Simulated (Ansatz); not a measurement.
Consider the formal exchange of groups at the Si–C bond: `[CH3][Al]([F])[CH2][SiH3]` + `N=CC[SiH3]` → `N=CC[SiH2][SiH3]` + `[CH3][Al]([CH3])[F]`.

Gas-phase electronic energies from Ansatz, PBE0-D4/def2-TZVP geometries. CCSD(T)/CBS is the MP2 limit (def2-TZVPP, def2-QZVPP) plus CCSD(T) − MP2 in def2-TZVPP, frozen cores. DFT in def2-TZVPP. One conformer a species, not always the lowest.

| level | ΔE (kcal/mol) |
| --- | --- |
| B2PLYP | 2.3 |
| r2SCAN | 1.0 |
| MP2/def2-TZVPP | 3.5 |
| CCSD/def2-TZVPP | 2.4 |
| HF/def2-QZVPP | 4.5 |
| MP2/def2-QZVPP | 3.5 |
| HF/CBS(def2) | 4.5 |
| MP2/CBS(def2) | 3.4 |

What does CCSD(T)/CBS give? (An estimate is asked.)

The calculation gave: +2.0 kcal/mol. The listed levels differ from it by 0.3, -1.0, 1.5, 0.4, 2.5, 1.5, 2.5, 1.4 kcal/mol.

Largest T1 diagnostic among the species: 0.013.

In def2-TZVPP, CCSD(T) changes the Hartree–Fock value by −2.1 kcal/mol (the triples alone add −0.3 kcal/mol) and MP2 by −0.8 kcal/mol. From PBE to PBE0 (25 % exact exchange), in def2-TZVPP and without D4, ΔE moves by +1.0 kcal/mol.
